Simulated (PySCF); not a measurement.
# Correlation energy of Mn (manganese, neutral)

[Ar] 3d4 4s2 5s1, high-spin 6D determinant (an excited configuration). All numbers are calculated (PySCF 2.14, no relativity, point nucleus, in aug-cc-pwCVTZ). Frozen: [Ar]; 7 electrons correlated.

MP2 pair energies summed by pair of shells (mhartree):

```tsv
pair	energy	share (%)
3d-3d	-44.20	42.5
3d-4s	-27.94	26.9
4s-4s	-25.51	24.5
4s-5s	-5.37	5.2
3d-5s	-0.93	0.9
```

Total MP2 correlation energy: -103.95 mhartree.

Same-spin part -58.64 and opposite-spin part -45.31 mhartree; SCS-MP2 scales them by 1/3 and 6/5 to -73.92 mhartree.
